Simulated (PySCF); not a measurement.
The third ionisation energy along the halogens

Calculated with PySCF 2.14 from differences of total energies of unrestricted determinants, without spin-orbit coupling. Values in eV. The last column holds reference values (NIST; (s) semi-empirical, (t) theoretical, else measured). Unmarked ones compare directly (S terms, centres of terms, or small fine structure); those marked * lie between the lowest fine-structure levels and include a spin-orbit shift.

| element | configurations | SCS-MP2 (valence) | CCSD(T) (valence) | CCSDT (valence) | LDA | PBE | r2SCAN | reference |
| --- | --- | --- | --- | --- | --- | --- | --- | --- |
| F (aug-cc-pVDZ-DK, spin-free X2C) | [He] 2s2 2p3 → [He] 2s2 2p2 | 62.362 | 62.307 | 62.306 | 63.194 | 62.915 | 63.186 | 62.708 (s) * |
| Cl (aug-cc-pVDZ-DK, spin-free X2C) | [Ne] 3s2 3p3 → [Ne] 3s2 3p2 | 39.252 | 39.331 | 39.330 | 39.685 | 39.606 | 39.833 | 39.8 ± 0.11 (s) * |
| Br (aug-cc-pVDZ-DK, spin-free X2C) | [Ar] 3d10 4s2 4p3 → [Ar] 3d10 4s2 4p2 | 34.847 | 34.924 | 34.923 | 35.308 | 35.140 | 35.447 | 34.871 ± 0.019 * |

"Valence" correlates the outer s and p shells and, in groups 3 to 12 and the f block, the outer d or f shell, open or full, or the next shell where the ion has no valence electron left; the wider scheme adds the next inner shell.
